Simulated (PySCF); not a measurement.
**Dipole response of Si (silicon, neutral)**

[Ne] 3s1 3p3, high-spin 5S determinant (an excited configuration). Computed with PySCF 2.14 in dyall-acv3z (19s12p6d4f, 113 functions), with the non-relativistic Hamiltonian (point nucleus). Coupled (time-dependent) response in atomic units; α is the mean over directions.

```
method  mean α (bohr³)  C₆ (like pair)  S(−4)
   UHF           34.20           268.2  408.0
   PBE           38.54           310.4  585.2
  PBE0           36.67           291.6  505.4
```

S(−4) is the Cauchy moment in α(ω) = α(0) + S(−4) ω² + …

α(iu) at PBE:

```csv
u (hartree),α(iu) (bohr³)
0,38.54
0.0500,37.15
0.100,33.62
0.200,24.88
0.300,17.79
0.500,9.668
0.750,5.287
1.00,3.311
1.50,1.676
2.00,1.039
3.00,0.5436
5.00,0.2502
```
